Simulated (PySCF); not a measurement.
**Broadened absorption spectrum of C3H11B2N**

Compound: C3H11B2N.
InChI=1S/C3H11B2N/c1-5(3-4)6-2/h6H,3-4H2,1-2H3

Computed, not measured: TDDFT wB97X-D/def2-SVPD, vertical, gas phase, core orbitals frozen in the response in PySCF. Isolated species at its PBE0-D3(BJ)/def2-SVP geometry (one conformer only). Torsions of this conformer, `[BH2:1][CH2:2][B:3]([CH3:4])[NH:5][CH3:6]`: B1–C2–B3–C4 -98°, C2–B3–N5–C6 1°.

Computed states:

```json
{"state": "S1", "E (eV)": "5.83", "f": "0.058"}
{"state": "S2", "E (eV)": "5.92", "f": "0.0019"}
{"state": "S3", "E (eV)": "6.46", "f": "0.043"}
{"state": "S4", "E (eV)": "7.09", "f": "0.0092"}
{"state": "S5", "E (eV)": "7.25", "f": "0.050"}
{"state": "S6", "E (eV)": "8.01", "f": "0.034"}
{"state": "S7", "E (eV)": "8.19", "f": "0.034"}
{"state": "S8", "E (eV)": "8.22", "f": "0.035"}
{"state": "S9", "E (eV)": "8.37", "f": "0.088"}
{"state": "S10", "E (eV)": "8.48", "f": "0.017"}
```

Broadening: Gaussians 0.25 eV wide at half height, area fixed by f = 4.319×10⁻⁹ ∫ε dν̃. The width is an assumption, not a result. The curve ends short of the highest state used, and states not computed would add to its high-energy end.

**Question.** What does the envelope look like, and where are its maxima?

**Answer.** 
| λ (nm) | ε (L mol⁻¹ cm⁻¹) |
| --- | --- |
| 157.3 | 1923 |
| 160.4 | 121 |
| 163.4 | 32 |
| 166.5 | 918 |
| 169.5 | 4491 |
| 172.6 | 5184 |
| 175.6 | 2133 |
| 178.7 | 454 |
| 181.7 | 60 |
| 184.8 | 280 |
| 187.8 | 1829 |
| 190.9 | 4344 |
| 193.9 | 3871 |
| 197.0 | 1407 |
| 200.0 | 260 |
| 203.1 | 265 |
| 206.1 | 1401 |
| 209.2 | 4177 |
| 212.2 | 6303 |
| 215.3 | 5158 |
| 218.3 | 2422 |
| 221.4 | 650 |
| 224.4 | 113 |
| 227.5 | 12 |

Maxima: 213 nm (5.83 eV), ε about 6400, made up of S1 (98%); 192 nm (6.46 eV), ε about 4600, made up of S3 (100%); 171 nm (7.24 eV), ε about 5700, made up of S5 (94%) (ε in L mol⁻¹ cm⁻¹; maxima over ε = 5, shares over 10%). At its high-energy end, 7.88 eV, the curve is still rising (ε about 1900, from S6).

**Question.** On this curve, what absorbance would a 10⁻³ mol/L sample give at 193 nm over a 1 cm path?

**Answer.** 193 nm is 6.424 eV, where ε is about 4400 L mol⁻¹ cm⁻¹, so A = ε c l ≈ 4.4 (Beer–Lambert, with the gas-phase spectrum and the assumed width).

**Question.** Coming from long wavelengths, where does ε first pass 100 L mol⁻¹ cm⁻¹?

**Answer.** At about 225 nm (5.52 eV), 0.30 eV below S1.

**Question.** What would ε be at 5.83 eV, the highest of these maxima, with half the width (0.125 eV)?

**Answer.** About 12500 L mol⁻¹ cm⁻¹ against 6360, a factor of about 1.97; a lone state at its own centre would give exactly 2.

The vertical ionisation energy (ΔSCF) is 9.65 eV, 1.17 eV above S10.
